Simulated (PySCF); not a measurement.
**Spinor energies of Rb¹²⁺ (rubidium, charge +12)**

Start: [Ar] 3d7; 3d3/2 filled at m_j = -3/2, -1/2, +1/2, +3/2; 3d5/2 filled at m_j = +1/2, +3/2, +5/2. Calculated with PySCF 2.14 in an even-tempered Gaussian basis (17 s from 0.88 bohr⁻², ratio 2.8; 13 p from 1.1 bohr⁻², ratio 2.8; 8 d from 1.1 bohr⁻², ratio 2.8; 4 f from 5.7 bohr⁻², ratio 3): generalised Hartree-Fock with the X2C-1e Hamiltonian and a Gaussian nucleus; one run each with spin-orbit coupling (SO) switched off, then screened by Boettger's factors.

```
spinor shell  electrons  ε, spin-free (eV)  ε, screened SO (eV)  weight of nominal j (screened SO)  rms radius, screened SO (bohr)
       1s1/2          2           -15596.0             -15595.3                              1.000                          0.0464
       2s1/2          2            -2413.6              -2413.4                              1.000                           0.192
       2p1/2          2            -2169.6              -2213.0                              0.998                           0.169
       2p3/2          4            -2169.6              -2148.6                              0.999                           0.172
       3s1/2          2            -616.19              -616.10                              1.000                           0.526
       3p1/2          2            -533.48              -546.03                              0.846                           0.526
       3p3/2          4            -533.48              -527.33                              0.923                           0.535
       3d5/2          3            -408.74              -410.78                              0.732                           0.514
       3d3/2          4            -408.74              -407.37                              0.704                           0.515
```

```csv
quantity,spin-free,screened SO
E (hartree),-2920.27127,-2920.52631
M_J,9/2,9/2
⟨J²⟩,24.752,24.752
⟨L²⟩,12.001,12.276
⟨S²⟩,3.751,3.653
```

Each row is a mean over spinors that exchange with the open shell spreads, by up to 21.274 eV (3p3/2).

Rows whose weight is well below 1 are mixtures of j = l ± 1/2: exchange outweighs spin-orbit coupling there, and the label is only the starting occupation.

Breit and QED terms are absent; they matter most for the inner s and p1/2 levels.

Densities and radii are taken from the X2C orbitals without a picture-change correction, which distorts them close to the nucleus.

Without spin-orbit coupling the j labels of p, d and f shells carry no meaning; the spin-free column gives the mean over the occupied spinors of each nl shell.
